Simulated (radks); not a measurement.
Excited configurations of Ru III: one electron is placed in a higher orbital outside [Kr] 4d5. The ground configuration is [Kr] 4d6. Method: scalar-relativistic Kohn-Sham, r2SCAN, spin-unpolarised, spherical densities, finite nucleus; meta-GGA in the generalised Kohn-Sham scheme; Fermi nuclear charge, rms radius 4.4809 fm; computed with a radial shooting solver on a logarithmic mesh with Libxc functionals. Excitation = E - E(ground); binding = E(ion) - E, where the ion is the core of charge +3; n* = 3/sqrt(2 binding) in atomic units, and the quantum defect is n - n*.

outer orbital,excitation (eV),binding (eV),n*,quantum defect
4f,22.751,7.837,3.953,0.047
5s,6.504,24.085,2.255,2.745
5p,12.555,18.033,2.606,2.394
5d,19.584,11.004,3.336,1.664
6p,21.296,9.292,3.630,2.370
6d,24.075,6.514,4.336,1.664
6f,26.884,3.705,5.749,0.251
7p,24.853,5.735,4.621,2.379
7f,27.856,2.733,6.694,0.306

The Delta-SCF ionisation energy is 30.588 eV (NIST Atomic Spectra Database: 28.470 eV, semi-empirical). Self-interaction in the functional shifts the binding energies and quantum defects, so they are the method's values and not measured ones. Spin polarisation and multiplet splitting are left out, so open shells lie too high by an amount that depends on their filling.

Beside tabulated values, note that spin-unpolarised runs miss the spin-polarisation part of the exchange energy of open shells.
